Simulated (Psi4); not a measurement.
A dimer, HF ··· HBr (SMILES F and Br); the first 2 atoms form monomer A.

```
4

F      0.4622     0.0000     0.0000
H     -0.4622     0.0000     0.0000
Br    -1.6767     0.6206     2.3434
H     -0.2771     0.7238     2.5897
```

Q: What interaction energy does SAPT0/jun-cc-pVDZ, frozen core in Psi4 1.11 give, and which attractive term is the largest?

A: Total -1.39 kcal/mol: electrostatics -3.80, exchange 4.07, induction -0.84, dispersion -0.82. The most attractive term is electrostatics.
